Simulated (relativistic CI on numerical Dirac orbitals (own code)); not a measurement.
Calculated at this level of theory: Dirac-Coulomb-Breit CI, separate exchange-only KLI orbitals for each configuration, model QED, unscaled Slater integrals (own radial code, finite nucleus).

Configurations in the expansion (outside the closed core 1s2): 2s, 2p, 3s, 3p, 3d, 4s, 4p, 4d, 4f, 5s, 5p, 5d, 5f, 5g, 6s, 6p, 6d. Levels of other configurations are missing.

At this charge energies of transitions that change n are usually good to better than 1 %, and those within a shell (Δn = 0) to a few per cent.

Outline of the computed level scheme of Ca XVIII. Lowest level of each configuration: 2s 2S_1/2 at 0.000 eV; 2p 2P°_1/2 at 36.103 eV; 3s 2S_1/2 at 651.688 eV; 3p 2P°_1/2 at 661.691 eV; 3d 2D_3/2 at 666.887 eV; 4s 2S_1/2 at 875.290 eV; 4p 2P°_1/2 at 879.407 eV; 4d 2D_3/2 at 881.571 eV; 4f 2F°_5/2 at 881.847 eV.

Some strong electric-dipole decays among the lowest 15 levels: 3d 2D_5/2 → 2p 2P°_3/2 (6.9e+12 s⁻¹); 3d 2D_3/2 → 2p 2P°_1/2 (5.8e+12 s⁻¹); 3p 2P°_1/2 → 2s 2S_1/2 (2.3e+12 s⁻¹); 3p 2P°_3/2 → 2s 2S_1/2 (2.3e+12 s⁻¹); 4d 2D_5/2 → 2p 2P°_3/2 (2.3e+12 s⁻¹); 4d 2D_3/2 → 2p 2P°_1/2 (1.9e+12 s⁻¹); 4f 2F°_7/2 → 3d 2D_5/2 (1.4e+12 s⁻¹); 4f 2F°_5/2 → 3d 2D_3/2 (1.4e+12 s⁻¹).
